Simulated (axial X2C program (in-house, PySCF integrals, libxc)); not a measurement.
HGeH: properties at the nuclei

Calculated with an in-house all-electron X2C program for linear molecules (integrals from PySCF): two-component X2C with atomic mean-field Coulomb and Gaunt terms, Gaussian nuclei, basis H dyall-v3z, Ge dyall-v3z with contracted cores.

H–Ge–H held linear, with bonds 1.482 and 1.482 Å (near the PBE0 minimum at charge 0 of the determinant lowest at the starting distance; the state shown can have its own minimum elsewhere, held linear; other orders of the atoms were not compared).

Determinant lowest in the PBE0 search, Ω = 1 (⟨Sz⟩ = 1.00, ⟨Lz⟩ = 0.00 at PBE0), spin on the atoms H -0.04, Ge 1.08, H -0.04:

```tsv
level	A∥/gI H (MHz)	qzz H (a.u.)	A∥/gI Ge (MHz)	qzz Ge (a.u.)
PBE0	-11.2	0.16	117	-1.50
HF	-25.7	0.17	665	-2.01
TPSSh	-9.85	0.17	164	-1.31
```

Determinant 0.81 eV from it at PBE0 and this distance, Ω = 0 (closed shell), highest spinor 90% Ge p, 9% H p:

```csv
level,qzz H (a.u.),qzz Ge (a.u.)
PBE0,0.17,-1.61
HF,0.17,-2.34
TPSSh,0.17,-1.45
```

A∥ (defined per Ω) follows by multiplying with gI = μI/(I μN); qzz is the electric field gradient, eQq0 = 234.96 MHz × Q/barn × qzz. The operators were transformed with the bare-nucleus X2C matrices; with these basis sets, hyperfine constants and field gradients can be off by tens of per cent, and where levels differ in sign neither size nor sign is settled.

Q: With Q(73Ge) = -0.196 barn (Q from Pyykkö, Mol. Phys. 2018), turn the PBE0 values of the first state into constants in MHz.

A: eQq0(73Ge) = 234.96 × (-0.196) × (-1.50) = 69.1 MHz.

The molecule was held linear; bending was not examined, so a bent shape may lie lower.

Each state is one determinant with collinear spin, which with several unpaired electrons need not be a pure state. Unrestricted Hartree–Fock can overshoot spin polarisation at the nuclei. A closed determinant beside an open π² or δ² triplet, such as (π1/2)², mixes with its partner pair into the 0⁺ component of the triplet and ¹Σ⁺, so its energy is not that of a level, and 0⁺ can lie lowest. With several open shells hyperfine constants can be off by a factor of several. Open-shell Ω = 0 determinants with evenly filled partner blocks cannot be reached by this program, so the Ω shown need not be the lowest component. The search compared states at one distance, so a state with another bond length can lie lower. Where a field gradient or hyperfine factor spreads by more than a factor of two over the levels, a constant derived from it is not to be relied on. PBE0 term energies can be off by some tenths of an eV.
